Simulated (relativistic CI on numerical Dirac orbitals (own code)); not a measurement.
## Sc2+ in a cubic cluster: 2p photoemission with charge transfer

Computed with a charge-transfer multiplet model of a cubic metal-ligand cluster with up to 2 ligand holes, Slater and spin-orbit integrals from Dirac-Coulomb-Breit ions, Slater integrals scaled by 0.9. The ground state mixes d1 with configurations of k ligand holes L, whose averages lie at kΔ + k(k − 1)U_dd/2; a core hole lowers each added d electron by U_cd. 300 K, Lorentzian 0.6 eV and Gaussian 0.8 eV FWHM.

Atomic integrals in eV (Slater integrals scaled, ζ unscaled), ground: F2dd 5.299, F4dd 3.246, zeta_d 0.008; with the core hole: F2dd 5.299, F4dd 3.246, zeta_d 0.020, zeta_core 3.005, F2cd 4.627, G1cd 3.325, G3cd 1.884. Where a configuration has fewer than two d electrons, the dd integrals are those of d2.

Cluster parameters (eV): Δ = 8.2, U_dd = 3.9, 10Dq = 0.55, 10Dq(ligand) = 1.5, V(eg) = 1.55, V(t2g) = -0.72, final-state hopping factor = 1.

```csv
Case,n_d,d1,d2L,d3L2,S
U_cd = 4.4 eV,1.17,0.84,0.15,0.01,0.50
U_cd = 5.6 eV,1.17,0.84,0.15,0.01,0.50
U_cd = 6.2 eV,1.17,0.84,0.15,0.01,0.50
```

Weights, n_d and S are thermal averages at 300 K. Binding energies count from the first peak over 30 % of the highest in each spectrum, which can be another peak from case to case. The parameters are a model scan and need not match a compound or its usual spin state. Peaks in eV (height, largest 100):
- U_cd = 4.4 eV: 0.0 (100), 2.4 (14), 4.7 (52)
- U_cd = 5.6 eV: 0.0 (100), 2.4 (15), 4.8 (53), 11.0 (7)
- U_cd = 6.2 eV: 0.0 (100), 2.5 (15), 4.9 (55), 11.0 (10)

For the case U_cd = 4.4 eV, Δ = 8.2 eV is larger than U_dd = 3.9 eV, the Mott-Hubbard side of the Zaanen-Sawatzky-Allen scheme. With the core hole the configuration with one ligand hole lies at Δ − U_cd = 3.8, 2.6, 2.0 eV from the one without, in the order of the table; where this is negative the screened configuration lies lower, though the effective hopping of about 3.4 eV (from the holes of the mixed ground state) mixes the two strongly wherever it is as large as the gap.
